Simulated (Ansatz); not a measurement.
```yaml
crystal:
  periodic: [true, true, true]
  atoms:
    - {symbol: C, position_ang: [-0.334417, -1.256205, -0.992443]}
    - {symbol: C, position_ang: [0.084866, -0.476456, 0.234972]}
    - {symbol: C, position_ang: [1.582183, -0.269908, 0.310658]}
    - {symbol: O, position_ang: [-0.551700, 0.798168, 0.206540]}
    - {symbol: Si, position_ang: [-1.610664, 1.323385, 1.365381]}
    - {symbol: O, position_ang: [-1.966304, 2.812153, 0.762242]}
    - {symbol: H, position_ang: [-1.417290, -1.393529, -1.011809]}
    - {symbol: H, position_ang: [-0.039924, -0.720050, -1.897953]}
    - {symbol: H, position_ang: [0.138435, -2.240904, -1.003023]}
    - {symbol: H, position_ang: [-0.245114, -1.021191, 1.132612]}
    - {symbol: H, position_ang: [2.102598, -1.230130, 0.332496]}
    - {symbol: H, position_ang: [1.929092, 0.293155, -0.559257]}
    - {symbol: H, position_ang: [1.850369, 0.288106, 1.209847]}
    - {symbol: H, position_ang: [-1.535233, 3.064204, -0.061664]}
basis:
  gaussian: {orbitals: def2-mTZVPP, point_charges: [{charge: 0.50, position_ang: [5.938, 0.077, 0.801]}]}
magnetization: {spin_polarized: true, initial_magnetization: 2}
hamiltonian: {xc: {name: revPBE0}}
output: {forces: true}
```

```sh
$ ansatz run in.yaml --threads 4 --pin off --events-out ev --progress --plain --max-ram 11315MiB
```

It prints (some lines left out):

```
Error: YAML parse error: error: line 2 column 3: crystal: missing field `lattice` (a structure is typed as `lattice` and `atoms`, a molecule's as `atoms` in Å alone, or read from a run's directory, `checkpoint`)
 --> <input>:2:3
1 | crystal:
2 |   periodic: [true, true, true]
3 |   atoms:
4 |     - {symbol: C, position_ang: [-0.334417, -1.256205, -0.992443]}
```

(1) What is wrong with this run?

Answers

(1) The molecule is marked periodic without a cell. The input was rejected before any iteration.
